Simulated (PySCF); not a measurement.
## How methods differ on the fine-structure interval of Zn³⁺

Zn³⁺ [Ar] 3d9 [3d3/2^4 3d5/2^5, M_J = 5/2] → Zn³⁺ [Ar] 3d9 [3d3/2^3 3d5/2^6, M_J = 3/2], as a difference of total energies. All numbers are calculated (PySCF 2.14, the two-component X2C-1e Hamiltonian, in x2c-SVPall-2c). Correlated levels: [Ne] frozen; the 6 highest virtual spinors dropped. "Screened" scales the spin-orbit matrix elements by Boettger's factors to mimic the two-electron term; Breit and QED terms are absent.

```json
{"method": "GHF (screened spin-orbit)", "fine-structure interval (cm⁻¹)": "2921.1"}
{"method": "GMP2 (screened spin-orbit)", "fine-structure interval (cm⁻¹)": "2965.4"}
{"method": "GHF (bare spin-orbit)", "fine-structure interval (cm⁻¹)": "4403.8"}
```
